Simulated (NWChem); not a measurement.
The numbers come from NWChem runs, not from measurements. System: hexafluoroethane (C2F6), charge 0, spin multiplicity 1, at a geometry optimised with PBE0/def2-SVP. Level: LDA (SVWN5)/def2-SVP.

Job file:

```
start mol
memory heap 200 mb stack 900 mb global 1100 mb
geometry units angstroms nocenter noautoz
  F     -1.203412    -0.651424     1.078752
  C     -0.770812    -0.018214     0.000000
  F     -1.247557     1.216506     0.000000
  F     -1.203412    -0.651424    -1.078752
  C      0.770812     0.018214     0.000000
  F      1.203412     0.651424     1.078752
  F      1.247557    -1.216506     0.000000
  F      1.203412     0.651424    -1.078752
  symmetry group C2h
end
basis spherical
  * library def2-svp
end
dft
  xc slater vwn_5
  semidirect memsize 60000000 filesize 0
  iterations 100
end
task dft energy
```

Output (cleaned and shortened):

```
             Northwest Computational Chemistry Package (NWChem) 7.3.0
             --------------------------------------------------------

                                NWChem Input Module
                                -------------------

 Scaling coordinates for geometry "geometry" by  1.889725989
 (inverse scale =  0.529177249)

 Turning off AUTOSYM since
 SYMMETRY directive was detected!

                             Geometry "geometry" -> ""
                             -------------------------

 Output coordinates in angstroms (scale by  1.889725989 to convert to a.u.)

  No.       Tag          Charge          X              Y              Z
 ---- ---------------- ---------- -------------- -------------- --------------
    1 F                    9.0000    -1.20341200    -0.65142400     1.07875200
    2 C                    6.0000    -0.77081200    -0.01821400     0.00000000
    3 F                    9.0000    -1.24755700     1.21650600     0.00000000
    4 F                    9.0000    -1.20341200    -0.65142400    -1.07875200
    5 C                    6.0000     0.77081200     0.01821400     0.00000000
    6 F                    9.0000     1.20341200     0.65142400     1.07875200
    7 F                    9.0000     1.24755700    -1.21650600     0.00000000
    8 F                    9.0000     1.20341200     0.65142400    -1.07875200

 Effective nuclear repulsion energy (a.u.)     465.0082860310

            Nuclear Dipole moment (a.u.)
            ----------------------------
        X                 Y               Z
 ---------------- ---------------- ----------------
     0.0000000000     0.0000000000     0.0000000000

      Symmetry information
      --------------------

 Group name             C2h
 Group number             21
 Group order               4
 No. of unique centers     3

      Symmetry unique atoms

     1    2    3


 Summary of "ao basis" -> "" (spherical)
 ------------------------------------------------------------------------------
       Tag                 Description            Shells   Functions and Types
 ---------------- ------------------------------  ------  ---------------------
[...]
 Vector   33  Occ=2.000000D+00  E=-3.421009D-01  Symmetry=ag
              MO Center= -3.6D-15, -3.9D-16,  1.6D-15, r^2= 2.7D+00
   Bfn.  Coefficient  Atom+Function         Bfn.  Coefficient  Atom+Function
  ----- ------------  ---------------      ----- ------------  ---------------
    18      0.291106  2 C  px                60     -0.291106  5 C  px
     4      0.248902  1 F  px                32      0.250117  3 F  px
    46      0.248902  4 F  px                74     -0.248902  6 F  px
    88     -0.250117  7 F  px               102     -0.248902  8 F  px
    16      0.178311  2 C  s                 58      0.178311  5 C  s

 Vector   34  Occ=0.000000D+00  E= 3.942516D-02  Symmetry=bu
              MO Center=  6.9D-15,  3.8D-15,  5.7D-16, r^2= 2.1D+00
   Bfn.  Coefficient  Atom+Function         Bfn.  Coefficient  Atom+Function
  ----- ------------  ---------------      ----- ------------  ---------------
    22      0.509751  2 C  py                64      0.509751  5 C  py
    19      0.461821  2 C  py                61      0.461821  5 C  py
    31     -0.354566  3 F  s                 87      0.354566  7 F  s
    32      0.196420  3 F  px                88      0.196420  7 F  px
    36      0.180503  3 F  py                92      0.180503  7 F  py

 Vector   35  Occ=0.000000D+00  E= 3.942668D-02  Symmetry=au
              MO Center=  8.4D-15, -2.1D-15, -3.3D-15, r^2= 2.1D+00
   Bfn.  Coefficient  Atom+Function         Bfn.  Coefficient  Atom+Function
  ----- ------------  ---------------      ----- ------------  ---------------
    23      0.509896  2 C  pz                65      0.509896  5 C  pz
    20      0.461953  2 C  pz                62      0.461953  5 C  pz
     3     -0.307069  1 F  s                 45      0.307069  4 F  s
    73     -0.307069  6 F  s                101      0.307069  8 F  s
     4      0.163268  1 F  px                46     -0.163268  4 F  px

 Vector   36  Occ=0.000000D+00  E= 1.260180D-01  Symmetry=ag
              MO Center=  2.5D-14, -9.8D-16,  7.8D-15, r^2= 3.5D+00
   Bfn.  Coefficient  Atom+Function         Bfn.  Coefficient  Atom+Function
  ----- ------------  ---------------      ----- ------------  ---------------
    17      1.085456  2 C  s                 59      1.085456  5 C  s
    21     -0.509006  2 C  px                63      0.509006  5 C  px
     3     -0.419786  1 F  s                 31     -0.419767  3 F  s
    45     -0.419786  4 F  s                 73     -0.419786  6 F  s
    87     -0.419767  7 F  s                101     -0.419786  8 F  s

 center of mass
 --------------
 x =   0.00000000 y =   0.00000000 z =   0.00000000

 moments of inertia (a.u.)
 ------------------
         631.797179769525          -8.015175303358           0.000000000000
          -8.015175303358         970.922222687252           0.000000000000
           0.000000000000           0.000000000000         971.110978648524

     Multipole analysis of the density
     ---------------------------------

     L   x y z        total         alpha         beta         nuclear
     -   - - -        -----         -----         ----         -------
     0   0 0 0      0.000000    -33.000000    -33.000000     66.000000

     1   1 0 0     -0.000000     -0.000000     -0.000000      0.000000
     1   0 1 0     -0.000000     -0.000000     -0.000000      0.000000
     1   0 0 1     -0.000000     -0.000000     -0.000000      0.000000

     2   2 0 0    -30.352421   -171.017818   -171.017818    311.683215
     2   1 1 0      0.002162     -1.913218     -1.913218      3.828599
     2   1 0 1     -0.000000     -0.000000     -0.000000      0.000000
     2   0 2 0    -30.454235    -90.074234    -90.074234    149.694232
     2   0 1 1     -0.000000     -0.000000     -0.000000      0.000000
     2   0 0 2    -30.454591    -90.029329    -90.029329    149.604067

 Task  times  cpu:        0.9s     wall:        0.9s

 Total times  cpu:        0.9s     wall:        0.9s
```
